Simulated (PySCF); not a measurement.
BCl2, SMILES Cl[B+]Cl, charge +1. Atoms are numbered in the order given.

```xyz
3

B      0.0000     0.0000     0.0000
Cl     0.0000     0.0000    -1.6135
Cl     0.0000     0.0000     1.6135
```
Charge +1, spin multiplicity 1.

Geometry: B3LYP-D3(BJ)/def2-TZVP.

Two levels are set side by side: PBE/pcSseg-2 (PySCF) and HF/pcSseg-2 (PySCF). GIAO shifts against BF3 (¹¹B), HCl (³⁵Cl) at the same level; non-relativistic, no solvent, atoms listed together averaged. Without spin–orbit terms, shifts of atoms bonded to Cl or Br come out too high at both levels. Differences are taken from unrounded values.

| quantity | PBE |
|---|---|
| δ(¹¹B) of B1 (ppm) | 27.0 |
| δ(³⁵Cl) of Cl2, Cl3 (ppm) | 192.0 |

These are the PBE values. What does HF give? (The exact figures need the calculation; the answer reports its results.)


```tsv
quantity	HF	PBE minus HF
δ(¹¹B) of B1 (ppm)	39.7	-12.7
δ(³⁵Cl) of Cl2, Cl3 (ppm)	130.9	61.1
```

Rough cost on one machine, each run with all the roots and properties that it gave: HF against PBE within a factor of 2.
